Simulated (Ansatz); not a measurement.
Isolated molecules relaxed with PBE0-D4/def2-TZVP in Ansatz; ΔE leaves out vibrations. CBS: MP2 limit from def2 TZ/QZ plus the TZ coupled-cluster correction, frozen cores. DFT in def2-TZVPP. For Se outer-core shells are correlated without core-valence functions, which leaves a few kJ/mol of doubt a bond. Scalar relativity is left out up to krypton. One conformer a species, not always the lowest.

`O=C([SiH3])C=[Se]` + `O[SiH2]F` → `O=C([SiH3])O[SiH2]F` + `C=[Se]`  (substitution at a C–C bond)

```json
{"level": "PBE0-D4", "ΔE (kJ/mol)": "-15.0", "difference from CCSD(T)/CBS": "-3.6"}
{"level": "ωB97X-V", "ΔE (kJ/mol)": "-24.0", "difference from CCSD(T)/CBS": "-12.6"}
{"level": "ωB97M-V", "ΔE (kJ/mol)": "-20.8", "difference from CCSD(T)/CBS": "-9.4"}
{"level": "B2PLYP", "ΔE (kJ/mol)": "-17.6", "difference from CCSD(T)/CBS": "-6.2"}
{"level": "r2SCAN", "ΔE (kJ/mol)": "-18.3", "difference from CCSD(T)/CBS": "-6.9"}
{"level": "MP2/def2-TZVPP", "ΔE (kJ/mol)": "-7.6", "difference from CCSD(T)/CBS": "3.8"}
{"level": "CCSD(T)/def2-TZVPP", "ΔE (kJ/mol)": "-15.6", "difference from CCSD(T)/CBS": "-4.2"}
{"level": "HF/def2-QZVPP", "ΔE (kJ/mol)": "-35.0", "difference from CCSD(T)/CBS": "-23.6"}
{"level": "HF/CBS(def2)", "ΔE (kJ/mol)": "-35.0", "difference from CCSD(T)/CBS": "-23.6"}
{"level": "CCSD/CBS(def2)", "ΔE (kJ/mol)": "-14.1", "difference from CCSD(T)/CBS": "-2.7"}
{"level": "CCSD(T)/CBS", "ΔE (kJ/mol)": "-11.4", "difference from CCSD(T)/CBS": "0"}
```

Largest T1 diagnostic among the species: 0.015.

The D4 term adds +3.6 kJ/mol with B3LYP and +1.7 kJ/mol with PBE0; it sums over pairs of atoms, weighted by their polarisabilities, and B3LYP, whose exchange is more repulsive, gets the larger term. In def2-TZVPP, CCSD(T) changes the Hartree–Fock value by +19.1 kJ/mol (the triples alone add +2.6 kJ/mol) and MP2 by +27.1 kJ/mol.

B3LYP here is the variant with VWN-RPA as its local correlation; programs differ in this.
